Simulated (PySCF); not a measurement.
PySCF 2.14 output of a UHF calculation on a single atom or ion in cc-pVTZ-DK, with the spin-free X2C one-electron Hamiltonian (Gaussian nucleus):

```
SCF conv_tol = 1e-09
number electrons alpha = 12  beta = 9
cycle= 1 E= -852.543066701664  delta_E= -0.00652  |g|= 0.0286  |ddm|= 0.0458
cycle= 2 E= -852.54328372982  delta_E= -0.000217  |g|= 0.00553  |ddm|= 0.012
cycle= 3 E= -852.54329360768  delta_E= -9.88e-06  |g|= 0.000415  |ddm|= 0.0147
cycle= 4 E= -852.543293814376  delta_E= -2.07e-07  |g|= 0.0002  |ddm|= 0.00156
cycle= 5 E= -852.543293849172  delta_E= -3.48e-08  |g|= 3.3e-05  |ddm|= 0.00242
cycle= 6 E= -852.543293850382  delta_E= -1.21e-09  |g|= 4.03e-06  |ddm|= 0.000354
cycle= 7 E= -852.543293850399  delta_E= -1.71e-11  |g|= 3.33e-07  |ddm|= 5.7e-05
converged SCF energy = -852.543293850399  <S^2> = 3.7526239  2S+1 = 4.0013117
```

The run itself started from symmetry-adapted Hartree-Fock orbitals and held the occupation by maximum overlap, so the iterations belong to that start.

**Question.** Which element, charge and spin multiplicity is this?

**Answer.** Ti⁺ (titanium, charge +1), multiplicity 4; the state was [Ar] 3d2 4s1, high-spin 4F determinant.
